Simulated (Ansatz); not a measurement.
Consider the substitution at a C–C bond: `OCC(F)(F)F` + H₂Se → `FC(F)(F)[SeH]` + CH₃OH.

Gas-phase electronic energies from Ansatz, PBE0-D4/def2-TZVP geometries. CBS: MP2 limit from def2 TZ/QZ plus the TZ coupled-cluster correction, frozen cores. This one scheme is used for every species. DFT in def2-TZVPP. HSE06 is defined as in plane-wave codes. For Se outer-core shells are correlated without core-valence functions, which leaves a few kJ/mol of doubt a bond. Scalar relativity is left out up to krypton. One conformer a species, not always the lowest.

`OCC(F)(F)F`:

Z-matrix (Å, degrees):
```
C
C 1 1.515
O 1 1.395 2 112.2
H 1 1.091 2 107.8 3 -118.5
H 1 1.097 2 107.1 3 124.9
F 2 1.345 1 110.7 3 -58.4
F 2 1.332 1 112.6 3 61.7
F 2 1.338 1 110.5 3 -177.5
H 3 0.962 1 108.8 2 63.6
```

H₂Se:

Cartesian coordinates in Å:
```
Se -0.371 -0.543 -0.189
H 0.128 -0.037 1.094
H 0.243 0.580 -0.905
```

`FC(F)(F)[SeH]`:

Z-matrix (Å, degrees):
```
C
F 1 1.331
F 1 1.331 2 107.3
F 1 1.331 2 108.2 3 -116.6
Se 1 1.960 2 112.5 3 124.2
H 5 1.468 1 91.8 2 -60.6
```

CH₃OH:

Cartesian coordinates in Å:
```
C -0.324 0.054 -0.137
O 0.843 0.357 0.592
H -0.985 0.918 -0.056
H -0.854 -0.818 0.265
H -0.120 -0.120 -1.201
H 1.440 -0.391 0.537
```

```
   level  ΔE (kJ/mol)
  B97M-V         55.6
HSE06-D4         53.2
```

(1) What does CCSD(T)/CBS give? (Estimate.)

(2) What do rigid-rotor, harmonic-oscillator terms from PBE0-D4/def2-TZVP frequencies (298.15 K, 1 bar) make of the CCSD(T)/CBS value? (Estimate.)

Largest T1 diagnostic among the species: 0.011.

Results:

(1) Ansatz gave: +56.1 kJ/mol. The listed levels differ from it by -0.5, -2.9 kJ/mol.

(2) Computed: ΔZPE = +4.7 kJ/mol, ΔH = +60.9 kJ/mol, ΔS = 19 J/(mol·K), ΔG = +55.1 kJ/mol.

Leaving LDA and LC-ωPBE aside and taking each functional with its dispersion term where it has one, the values, not all of them listed here, spread over 18.0 kJ/mol, from BLYP-D4 to BHLYP-D4. LDA lies +13.0 kJ/mol from PBE without D4. In def2-TZVPP, CCSD(T) changes the Hartree–Fock value by −11.8 kJ/mol (the triples alone add −2.7 kJ/mol) and MP2 by −15.3 kJ/mol. From PBE to PBE0 (25 % exact exchange), in def2-TZVPP and without D4, ΔE moves by +9.1 kJ/mol.
